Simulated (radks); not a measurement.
Results of a calculation; reference values are marked as such.
Task: These are the eigenvalues of the occupied orbitals of an atom or ion with whole-number occupations (eV). Code: a radial shooting solver on a logarithmic mesh with Libxc functionals. Model: scalar-relativistic Kohn-Sham, r2SCAN, spin-polarised, spherical densities, finite nucleus; meta-GGA in the generalised Kohn-Sham scheme; Fermi nuclear charge, rms radius of each element as measured or else 0.836 A^(1/3) + 0.57 fm.

| orbital | eigenvalue |
|---|---|
| 1s up | -45139.93 |
| 1s down | -45139.93 |
| 2s down | -7403.563 |
| 2s up | -7403.550 |
| 2p down | -6613.702 |
| 2p up | -6613.697 |
| 3s up | -1665.333 |
| 3s down | -1663.984 |
| 3p up | -1415.985 |
| 3p down | -1414.632 |
| 3d up | -1074.139 |
| 3d down | -1073.075 |
| 4s up | -377.9562 |
| 4s down | -374.4478 |
| 4p up | -295.2931 |
| 4p down | -291.7489 |
| 4d up | -177.9851 |
| 4d down | -174.4013 |
| 5s up | -87.0274 |
| 5s down | -85.3279 |
| 5p up | -65.0104 |
| 5p down | -63.7561 |
| 4f up | -51.8245 |

Which element is it, and in what charge state? The configuration may be excited. Open shells, if any, are filled with parallel spins first.

Result: Z = 61, promethium, charge +4: Pm4+ in [Xe] 4f3. The list shows which subshells hold electrons but not how many an open one holds; the 1s level, -1658.9 hartree, gives Z - s = 57.6 by -(Z - s)^2/2, which with screening and relativity narrows Z to a few neighbours, and the depths of the outer levels then fix element, charge and occupations together.
